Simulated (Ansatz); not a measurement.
`OC(F)([SiH3])Cl` + `N[SiH](F)S` → `N[SiH]([SiH3])S` + `OC(F)(F)Cl`  (formal exchange of groups at the Si–C bond)

Computed with Ansatz on PBE0-D4/def2-TZVP structures; ΔE is electronic, products minus reactants. CCSD(T)/CBS is the MP2 limit (def2-TZVPP, def2-QZVPP) plus CCSD(T) − MP2 in def2-TZVPP, frozen cores. DFT in def2-TZVPP. B3LYP here is the variant with VWN-RPA as its local correlation; programs differ in this. HSE06 is defined as in plane-wave codes. Each species was taken in one conformer, which may not be the lowest.

`OC(F)([SiH3])Cl`:

Z-matrix (Å, degrees):
```
C
F 1 1.371
Si 1 1.920 2 110.9
O 1 1.351 2 110.1 3 -123.5
Cl 1 1.817 2 105.2 3 116.9
H 3 1.483 1 107.9 2 -63.9
H 3 1.480 1 107.8 2 176.0
H 3 1.480 1 107.1 2 55.8
H 4 0.967 1 109.6 2 -61.2
```

`N[SiH](F)S`:

```xyz
8

N    -0.961    0.770   -0.648
Si    0.424    0.117    0.062
F     1.405   -0.678   -0.923
S    -0.254   -1.291    1.497
H    -0.967    1.686   -1.065
H    -1.740    0.204   -0.940
H     1.234    1.231    0.596
H     0.860   -2.039    1.422
```

`N[SiH]([SiH3])S`:

Cartesian coordinates in Å:
```
N -0.092 1.085 -1.599
Si 0.581 0.008 -0.450
Si -0.569 0.163 1.581
S 0.426 -2.037 -1.134
H -1.077 1.065 -1.807
H 0.448 1.371 -2.400
H 2.014 0.384 -0.317
H -0.159 -0.956 2.475
H -2.031 0.048 1.326
H -0.304 1.451 2.277
H 0.763 -2.580 0.049
```

`OC(F)(F)Cl`:

Cartesian coordinates in Å:
```
O 0.192 1.069 0.219
C 0.066 -0.237 -0.068
F -0.799 -0.440 -1.076
F -0.420 -0.927 0.978
Cl 1.640 -0.878 -0.509
H -0.679 1.413 0.456
```

(1) Is it downhill or uphill in electronic energy at CCSD(T)/CBS, and by how much? (Best estimate.)

(2) What do these levels give: B97M-V, B3LYP-D4, HSE06-D4, BHLYP-D4, r2SCAN, BHLYP, RPA@PBE/def2-TZVPP, HF/def2-SVP, CCSD(T)/def2-SVP, HF/def2-TZVPP, MP2/def2-TZVPP, HF/CBS(def2)? (An estimate is asked.)

Largest T1 diagnostic among the species: 0.012.

Answers

(1) Computed: Uphill: ΔE = +189.7 kJ/mol.

(2) The calculation gave: B97M-V 169.4, B3LYP-D4 183.2, HSE06-D4 162.1, BHLYP-D4 185.4, r2SCAN 175.5, BHLYP 187.3, RPA@PBE/def2-TZVPP 178.9, HF/def2-SVP 156.1, CCSD(T)/def2-SVP 146.9, HF/def2-TZVPP 184.7, MP2/def2-TZVPP 193.3, HF/CBS(def2) 188.0 kJ/mol.

At CCSD(T), def2-SVP lies −42.7 kJ/mol from the extrapolated value and def2-TZVPP −8.8 kJ/mol. Leaving LDA and LC-ωPBE aside and taking each functional with its dispersion term where it has one, the values, not all of them listed here, spread over 27.3 kJ/mol, from PBE-D4 to B2PLYP. LDA lies −3.8 kJ/mol from PBE without D4. From BLYP to BHLYP (50 % exact exchange), in def2-TZVPP and without D4, ΔE moves by +3.2 kJ/mol.
